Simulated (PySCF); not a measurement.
Isomers of C6H9OPS, one conformer each; single-point electronic energies without zero-point terms and without any empirical dispersion term.

Computed with PySCF at PBE0/pcSseg-1, non-relativistic, each on one gas-phase PBE0-D3(BJ)/def2-SVP geometry that isn't relaxed in the solvent. The solvent is an IEF-PCM continuum (Bondi radii, 1.10 Å for H, scaled by 1.2). Specific hydrogen bonds and non-electrostatic terms are outside this model.

```
           isomer  relative energy, gas (kJ/mol)  dipole (D)
`c1(SC)coc(CC)p1`                            0.0        0.91
`C#CP1(=S)CCOCC1`                           77.9        4.28
```

Question: How do the relative energies look in chloroform (ε = 4.711)?

Answer: 
```
           isomer  relative energy, solvent (kJ/mol)  E(solvent) − E(gas) (kJ/mol)  dipole in solvent (D)
`c1(SC)coc(CC)p1`                                0.0                         -13.3                   1.15
`C#CP1(=S)CCOCC1`                               59.1                         -32.1                   5.55
```

The order is unchanged. Conformers: `[CH3:1][CH2:2][c:3]1[o:4][cH:5][c:6]([S:7][CH3:8])[p:9]1` with C1–C2–C3–O4 -62°, C5–C6–S7–C8 179°; `[CH:1]#[C:2][P:3]1(=[S:4])[CH2:5][CH2:6][O:7][CH2:8][CH2:9]1` with C2–P3–C5–C6 63°, P3–C5–C6–O7 57°, C5–C6–O7–C8 -69°, C6–O7–C8–C9 69°. `C#CP1(=S)CCOCC1` gains most from the continuum, and it has the largest gas-phase dipole. The gains span 18.8 kJ/mol, the gas-phase energies 77.9 kJ/mol.
